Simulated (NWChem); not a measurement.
System: CH$_{3}$AlF$_{2}$; SMILES [CH3][Al]([F])[F]

The following NWChem deck was run.

```
start job
memory heap 200 mb stack 900 mb global 1100 mb
geometry units angstroms noautosym nocenter noautoz
  Al    -0.005026     0.047336     0.000602
  C     -0.008517    -1.879607     0.001362
  H      0.485055    -2.267344    -0.904613
  H     -1.028101    -2.290776     0.039650
  H      0.555333    -2.270076     0.863832
  F     -1.399538     0.946126    -0.001060
  F      1.405438     0.921190    -0.000917
end
basis spherical
  Al library 6-31g*
  C library 6-31g*
  H library 6-31g*
  F library 6-31g*
end
dft
  xc hfexch
  iterations 150
  mulliken
end
task dft energy
esp
  recalculate
  probe 0.07
  range 0.3
  factor 1.0
  spacing 0.02
end
task esp
```

Parts of the log:

```
             Northwest Computational Chemistry Package (NWChem) 7.3.0
             --------------------------------------------------------

                             Geometry "geometry" -> ""
                             -------------------------

 Output coordinates in angstroms (scale by  1.889725989 to convert to a.u.)

  No.       Tag          Charge          X              Y              Z
 ---- ---------------- ---------- -------------- -------------- --------------
    1 Al                  13.0000    -0.00502600     0.04733600     0.00060200
    2 C                    6.0000    -0.00851700    -1.87960700     0.00136200
    3 H                    1.0000     0.48505500    -2.26734400    -0.90461300
    4 H                    1.0000    -1.02810100    -2.29077600     0.03965000
    5 H                    1.0000     0.55533300    -2.27007600     0.86383200
    6 F                    9.0000    -1.39953800     0.94612600    -0.00106000
    7 F                    9.0000     1.40543800     0.92119000    -0.00091700

 Effective nuclear repulsion energy (a.u.)     155.0781516901

  xc_inp: hfexch multiplicative factor not found.

                                 NWChem DFT Module
                                 -----------------

 Summary of "ao basis" -> "ao basis" (spherical)
 ------------------------------------------------------------------------------
       Tag                 Description            Shells   Functions and Types
 ---------------- ------------------------------  ------  ---------------------
 Al                          6-31g*                  8       18   4s3p1d
 C                           6-31g*                  6       14   3s2p1d
 H                           6-31g*                  2        2   2s
 F                           6-31g*                  6       14   3s2p1d

            General Information
            -------------------
          SCF calculation type: DFT
          Wavefunction type:  closed shell.
          No. of atoms     :     7
          No. of electrons :    40
           Alpha electrons :    20
            Beta electrons :    20
          Charge           :     0
          Spin multiplicity:     1
          Use of symmetry is: off; symmetry adaption is: off
          Maximum number of iterations: 150
          AO basis - number of functions:    66
                     number of shells:    32
          Convergence on energy requested:  1.00D-06
          Convergence on density requested:  1.00D-05
          Convergence on gradient requested:  5.00D-04

              XC Information
              --------------
                     Hartree-Fock (Exact) Exchange  1.000

      Superposition of Atomic Density Guess
      -------------------------------------

 Sum of atomic energies:        -479.75826651

      Non-variational initial energy
      ------------------------------

 Total energy =    -480.511618
 1-e energy   =    -975.054415
 2-e energy   =     339.464645
 HOMO         =      -0.409876
 LUMO         =      -0.027717

     ---------------------------------------------
      Total Density - Mulliken Population Analysis
     ---------------------------------------------

    Atom       Charge   Shell Charges
 -----------   ------   -------------------------------------------------------
    1 Al  13    11.37   2.00  2.00  5.97  0.58  0.44  0.14  0.09  0.15
    2 C    6     6.98   2.00  0.72  2.07  0.71  1.46  0.02
    3 H    1     0.73   0.45  0.28
    4 H    1     0.73   0.45  0.28
    5 H    1     0.73   0.45  0.28
    6 F    9     9.73   2.00  0.95  3.52  1.02  2.23  0.01
    7 F    9     9.73   2.00  0.95  3.52  1.02  2.23  0.01

   convergence    iter        energy       DeltaE   RMS-Dens  Diis-err
 ---------------- ----- ----------------- --------- --------- ---------
 d= 0,ls=0.0,diis     1   -480.4698564180 -6.36D+02  9.72D-03  7.92D-01
 d= 0,ls=0.0,diis     2   -480.5312205273 -6.14D-02  3.18D-03  3.07D-01
 d= 0,ls=0.0,diis     3   -480.5546180579 -2.34D-02  9.64D-04  2.23D-03
 d= 0,ls=0.0,diis     4   -480.5553157834 -6.98D-04  2.38D-04  1.04D-04
 d= 0,ls=0.0,diis     5   -480.5553525391 -3.68D-05  8.02D-05  1.17D-05
  Resetting Diis
 d= 0,ls=0.0,diis     6   -480.5553566346 -4.10D-06  2.46D-05  1.15D-06
 d= 0,ls=0.0,diis     7   -480.5553570080 -3.73D-07  3.38D-06  4.03D-08

         Total DFT energy =     -480.555357008046
      One electron energy =     -978.850358642570
           Coulomb energy =      388.004299911241
    Exchange-Corr. energy =      -44.787449966795
 Nuclear repulsion energy =      155.078151690078

 Numeric. integr. density =        0.000000000000

                       DFT Final Molecular Orbital Analysis
                       ------------------------------------

 Vector   18  Occ=2.000000D+00  E=-5.607876D-01
              MO Center=  2.4D-01, -2.0D+00, -2.4D-02, r^2= 1.4D+00
   Bfn.  Coefficient  Atom+Function         Bfn.  Coefficient  Atom+Function
  ----- ------------  ---------------      ----- ------------  ---------------
    23      0.419651  2 C  pz                27      0.251600  2 C  pz
    33     -0.234224  3 H  s                 37      0.225818  5 H  s
    34     -0.191688  3 H  s                 38      0.184232  5 H  s
    57     -0.059290  7 F  pz                61     -0.047226  7 F  pz
    43     -0.044177  6 F  pz                47     -0.034092  6 F  pz

 Vector   19  Occ=2.000000D+00  E=-5.597786D-01
              MO Center= -2.4D-01, -1.9D+00,  2.4D-02, r^2= 1.8D+00
   Bfn.  Coefficient  Atom+Function         Bfn.  Coefficient  Atom+Function
  ----- ------------  ---------------      ----- ------------  ---------------
    21      0.416257  2 C  px                35     -0.263888  4 H  s
    25      0.242467  2 C  px                36     -0.209246  4 H  s
    37      0.138822  5 H  s                 33      0.124159  3 H  s
    38      0.112968  5 H  s                 42     -0.105266  6 F  py
    56      0.104273  7 F  py                34      0.101393  3 H  s

 Vector   20  Occ=2.000000D+00  E=-4.612817D-01
              MO Center= -1.0D-02, -1.4D+00,  1.5D-03, r^2= 1.7D+00
   Bfn.  Coefficient  Atom+Function         Bfn.  Coefficient  Atom+Function
  ----- ------------  ---------------      ----- ------------  ---------------
    22      0.432745  2 C  py                26      0.299233  2 C  py
     8     -0.278499  1 Al py                 6      0.237620  1 Al s
     2     -0.124189  1 Al s                  4      0.124646  1 Al py
    42      0.116704  6 F  py                56      0.115188  7 F  py
    18     -0.087116  1 Al d  2              46      0.087546  6 F  py

 Vector   21  Occ=0.000000D+00  E= 9.070978D-02
              MO Center= -2.9D-02,  7.9D-02,  6.8D-02, r^2= 5.5D+00
   Bfn.  Coefficient  Atom+Function         Bfn.  Coefficient  Atom+Function
  ----- ------------  ---------------      ----- ------------  ---------------
    13      0.923494  1 Al pz                 9      0.223096  1 Al pz
    34      0.203119  3 H  s                 38     -0.191655  5 H  s
    47     -0.167602  6 F  pz                61     -0.165257  7 F  pz
    43     -0.134082  6 F  pz                57     -0.131506  7 F  pz
     5     -0.113077  1 Al pz                33      0.063017  3 H  s

 Vector   22  Occ=0.000000D+00  E= 9.676092D-02
              MO Center= -1.1D-02, -1.1D-01, -6.7D-02, r^2= 5.4D+00
   Bfn.  Coefficient  Atom+Function         Bfn.  Coefficient  Atom+Function
  ----- ------------  ---------------      ----- ------------  ---------------
    10      1.511086  1 Al s                 24     -0.761691  2 C  s
    44     -0.261063  6 F  s                 58     -0.256976  7 F  s
    26     -0.232206  2 C  py                 6     -0.226482  1 Al s
     2     -0.163364  1 Al s                 12     -0.136969  1 Al py
    22     -0.114025  2 C  py                16      0.106487  1 Al d  0

 Vector   23  Occ=0.000000D+00  E= 1.722258D-01
              MO Center=  3.7D-02, -6.2D-02, -3.2D-03, r^2= 7.3D+00
   Bfn.  Coefficient  Atom+Function         Bfn.  Coefficient  Atom+Function
  ----- ------------  ---------------      ----- ------------  ---------------
    11      1.267858  1 Al px                58     -0.315754  7 F  s
    44      0.290168  6 F  s                 36      0.257445  4 H  s
    38     -0.105690  5 H  s                 45     -0.100333  6 F  px
     7     -0.095388  1 Al px                14     -0.095050  1 Al d -2
    59     -0.092319  7 F  px                34     -0.088850  3 H  s

     ---------------------------------------------
      Total Density - Mulliken Population Analysis
     ---------------------------------------------

    Atom       Charge   Shell Charges
 -----------   ------   -------------------------------------------------------
    1 Al  13    11.56   2.00  2.00  5.98  0.51  0.70  0.03  0.09  0.26
    2 C    6     6.83   2.00  0.63  2.04  0.73  1.40  0.03
    3 H    1     0.80   0.51  0.30
    4 H    1     0.80   0.51  0.29
    5 H    1     0.80   0.51  0.30
    6 F    9     9.60   2.00  0.91  3.29  1.07  2.33  0.01
    7 F    9     9.60   2.00  0.91  3.29  1.07  2.32  0.01

     -------------------------------------------
      Total Density - Lowdin Population Analysis
     -------------------------------------------

    Atom       Charge   Shell Charges
 -----------   ------   -------------------------------------------------------
    1 Al  13    12.19   2.00  1.97  5.89  0.43  0.87  0.19  0.30  0.53
    2 C    6     6.62   1.99  0.55  1.87  0.48  1.69  0.05
    3 H    1     0.84   0.48  0.36
    4 H    1     0.84   0.48  0.36
    5 H    1     0.84   0.48  0.36
    6 F    9     9.33   1.99  0.92  3.19  0.85  2.38  0.01
    7 F    9     9.33   1.99  0.92  3.19  0.85  2.38  0.01

     Multipole analysis of the density
     ---------------------------------

     L   x y z        total         alpha         beta         nuclear
     -   - - -        -----         -----         ----         -------
     0   0 0 0     -0.000000    -20.000000    -20.000000     40.000000

     1   1 0 0     -0.000491      0.047993      0.047993     -0.096476
     1   0 1 0     -0.918846      0.187455      0.187455     -1.293756
     1   0 0 1      0.001127      0.003328      0.003328     -0.005529

     2   2 0 0    -25.510426    -78.832565    -78.832565    132.154704
     2   1 1 0      0.007841      0.320855      0.320855     -0.633869
     2   1 0 1      0.000037     -0.003208     -0.003208      0.006452
     2   0 2 0    -23.054484   -105.200047   -105.200047    187.345609
     2   0 1 1      0.010208      0.062854      0.062854     -0.115499
     2   0 0 2    -17.537876    -11.565324    -11.565324      5.592773

                     NWChem Electrostatic Potential Fit Module
                     -----------------------------------------

 Atom parameters

 Number of atoms is                                    7
 Number of basis functions is                         66

 Grid parameters

 Maximum number of grid points is                  34296
 Number of grid points is                          34295
 Grid range                                     0.300000 nm
 Grid spacing                                   0.020000 nm
 Probe radius                                   0.070000 nm
 Atom radius factor                             1.000000

 Atomic radii

    1    0.100000
    6    0.147000
    9    0.128000
   13    0.195000
 FASTESP  F
  using M.O. file = ./job.movecs

    Atom              Coordinates                           Charge

                                                  ESP

    1 Al   -0.000503    0.004734    0.000060    1.384867
    2 C    -0.000852   -0.187961    0.000136   -0.839584
    3 H     0.048506   -0.226734   -0.090461    0.173789
    4 H    -0.102810   -0.229078    0.003965    0.168750
    5 H     0.055533   -0.227008    0.086383    0.173599
    6 F    -0.139954    0.094613   -0.000106   -0.529825
    7 F     0.140544    0.092119   -0.000092   -0.531596
                                            ------------
                                                0.000000

 Dipole moment                                  0.986498

 Quadrupole moment Qxx                         -7.932750
                   Qyy                         -6.493581
                   Qzz                         14.426331

 RMS deviation kJ/mol                           0.051763

 RRMS %                                        16.740961
```

Level: Hartree-Fock/6-31G* (spherical d). The geometry was optimised at PBE0/def2-SVP.
